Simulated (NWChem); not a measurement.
Molecule: C4H2F2O; SMILES C#CC(F)(F)C=O

```xyz
9

C      1.1423    -2.2052    -0.0132
C      0.4210    -1.2361     0.0322
C     -0.3811    -0.0097     0.0429
F     -0.7553     0.3148     1.2869
F     -1.4968    -0.1714    -0.7110
C      0.4143     1.1567    -0.5795
O      0.8582     2.0516     0.0703
H      1.7726    -3.0766    -0.0434
H      0.5242     1.0701    -1.6887
```
Atoms are numbered in this order, from 1.

Level: PBE0/def2-SVP (NWChem), optimised geometry, unscaled harmonic frequencies. 

List the harmonic frequencies with IR intensities, and the thermochemistry.


| frequency (cm⁻¹) | IR intensity (km/mol) |
|---|---|
| 75 | 6.3 |
| 162 | 6.1 |
| 182 | 2.2 |
| 257 | 5.0 |
| 365 | 0.4 |
| 475 | 8.4 |
| 486 | 5.8 |
| 566 | 22.9 |
| 672 | 19.9 |
| 735 | 31.7 |
| 749 | 27.5 |
| 823 | 53.5 |
| 971 | 10.3 |
| 1150 | 75.7 |
| 1196 | 180.0 |
| 1277 | 177.3 |
| 1386 | 18.3 |
| 1921 | 152.6 |
| 2255 | 39.4 |
| 2971 | 56.1 |
| 3482 | 69.4 |

```json
{
 "zero_point_energy": "31.7 kcal/mol",
 "thermal correction to the enthalpy at 298.15 K (with zero-point energy)": "36.5 kcal/mol",
 "heat capacity Cv": "22.8 cal/(mol K)",
 "entropy at 298.15 K and 1 atm (symmetry number 1)": "82.1 cal/(mol K)",
 "dipole_moment": "3.02 D"
}
```

Rigid rotor and harmonic oscillator; modes under 100 cm⁻¹ make the entropy uncertain.
